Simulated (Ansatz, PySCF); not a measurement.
Gas-phase reaction (SMILES): [CH3][Ge]([CH3])([CH3])[CH3] [tetramethylgermane] + N (NH3) -> [CH3][Ge]([CH3])([CH3])[NH2] + C (CH4); ammonia cleaves one Ge-C bond, a model of a ligand-exchange step.

Structures are relaxed separately at B3LYP-D3(BJ)/def2-TZVP in Ansatz (a program for electronic structure), one conformer each, not searched for the lowest. Cores are frozen in the correlated levels unless marked. Spin-orbit coupling is left out. The frozen core is the preceding noble-gas configuration, with the filled d and f shells of earlier blocks. No relativistic terms. CBS(X,Y): correlation extrapolated as X^-3; Hartree-Fock from the larger set. Thermal terms are rigid-rotor harmonic-oscillator values from B3LYP-D3(BJ) frequencies (Ansatz or PySCF) at 298.15 K and 1 atm. 1 Eh = 627.5095 kcal/mol.

```tsv
species	E, CCSD(T)/CBS(cc-pVTZ,cc-pVQZ) (Ansatz) (Eh)	E, wB97X-V/def2-TZVPD (Ansatz) (Eh)	H - E (Eh)
[CH3][Ge]([CH3])([CH3])[CH3]	-2234.98361	-2236.50800	0.15652
N (NH3)	-56.50369	-56.56167	0.03799
[CH3][Ge]([CH3])([CH3])[NH2]	-2251.04065	-2252.56461	0.14561
C (CH4)	-40.45816	-40.51531	0.04840
```

Problem. Work out ΔE and ΔH at 298.15 K at the first level, then ΔH at the second.

Solution. 
1. ΔE = [(-2251.04065) + (-40.45816)] - [(-2234.98361) + (-56.50369)] = -0.01151 Eh = -7.2 kcal/mol at CCSD(T)/CBS(cc-pVTZ,cc-pVQZ).
2. The terms H - E add up to -0.00050 Eh, so ΔH = (-0.01151 + (-0.00050))×627.5095 = -7.5 kcal/mol.
3. At wB97X-V/def2-TZVPD the same steps give ΔE = -6.4 and ΔH = -6.7 kcal/mol, a shift of +0.8 from the first level.
4. These values are not checked against measurement here, since the tables used lack a sound gas-phase enthalpy of formation for at least one species.
